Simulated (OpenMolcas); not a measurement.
Tc4+: ligand-field states by method

Tc4+ with 6 ligands (water) in octahedral coordination (Th) at 2 Å. Ligand basis ANO-RCC-VDZP.
```
Tc    0.0000    0.0000    0.0000
O     2.0000    0.0000    0.0000
H     2.5770    0.7797    0.0000
H     2.5770   -0.7797    0.0000
O     0.0000    2.0000    0.0000
H     0.0000    2.5770    0.7797
H     0.0000    2.5770   -0.7797
O    -2.0000    0.0000    0.0000
H    -2.5770    0.7797    0.0000
H    -2.5770   -0.7797    0.0000
O     0.0000   -2.0000    0.0000
H     0.0000   -2.5770    0.7797
H     0.0000   -2.5770   -0.7797
O     0.0000    0.0000    2.0000
H     0.7797    0.0000    2.5770
H    -0.7797    0.0000    2.5770
O     0.0000    0.0000   -2.0000
H     0.7797    0.0000   -2.5770
H    -0.7797    0.0000   -2.5770
```

| Item | Value |
| --- | --- |
| Program | OpenMolcas 26.06 |
| Basis | ANO-RCC-VTZP [7s6p4d2f1g] |
| Scalar Hamiltonian | DKH2, point nucleus |
| Active space | 3 electrons in 5 orbitals (4d) |
| State averaging | 2S+1 = 4 even, 10 roots; 2S+1 = 2 even, 40 roots |
| Spin-orbit coupling | state interaction with AMFI integrals over the reference wave functions |

I. CASSCF
II. SS-CASPT2, IPEA 0.25 Eh, imaginary shift 0.1 Eh (closed shells correlated: 4s 4p and the ligand valence shells)

Spin-free states (labels of O, taken over from Oh, the nearest higher group) in cm-1, each column counted from its own energy of the first state listed:

```csv
State,Degeneracy,I,II
4A2,1,0,0
2E,2,14986,10610
2T1,3,15926,10760
2T2,3,23980,17740
4T2,3,31653,33130
4T1,3,39842,39030
2A1,1,43791,40080
2S+1 = 2,3,45418,42370
2S+1 = 2,3,46195,42770
2E,2,48197,43640
2T1,3,51351,46270
2T2,3,56035,49150
2A2,1,58521,50320
4T1,3,66007,67770
2E,2,68929,59860
2S+1 = 2,3,76519,74890
2S+1 = 2,3,77871,76420
2T1,3,83140,78840
2T2,3,97790,89970
2E,2,112026,112340
```

From I to II, I's first state of the same spin (4T2) moves from 31653 to 33130 cm-1, by about +1500 cm-1.

From I to II, I's first state of another spin (2E) moves from 14986 to 10610 cm-1, by about -4400 cm-1.

I: A least-squares ligand-field fit to the states below 45000 cm-1, each weighted by its degeneracy and with a free common offset, gives 10Dq = 31519 cm-1, B = 757 cm-1 and C = 3085 cm-1 (C/B = 4.07), with an rms deviation of 106 cm-1. The same method and metal basis give the free ion B = 902 cm-1 (fit to its terms below 60000 cm-1, rms deviation 26 cm-1), so the nephelauxetic ratio is β = 757 / 902 = 0.84; it hangs on how both fits weigh the states, and computed free-ion B values tend to be too large, so β mixes covalency with correlation.

χT at 300 K: I 1.78, II 1.78 cm3 K/mol.

Roots that are degenerate in the reference are averaged as groups; the widest CASPT2 spread within a group is 1100 cm-1 (the 3-fold group of multiplicity 2 near 90000 cm-1 above the lowest state of its run, II). Shifts and gaps below about the spread of the groups concerned are not significant. Over all roots computed the reference weight is 0.68 to 0.69 in II; a low but even weight reflects the number of correlated electrons. The least metal-like active orbital is 77 % on the metal (Löwdin) and no ligand orbital is active, so the numbers are rough. Ligand-to-metal charge-transfer states are missing. With no ligand orbital active B as a rule stays too high, so bands that hang on it stand too high and its fall with covalency is understated. Without dynamic correlation the repulsion within the d shell is too large (B by tens of per cent), so at a given field states of lower spin stand too high (holds for I). With metal d orbitals alone the field can be off either way by tens of per cent (holds for I). With one d shell and no ligand orbital active, 10Dq can be off by a tenth or more (holds for II). No measured value stands beside these numbers; the geometry was imposed, not optimised, and the real ion may take another.
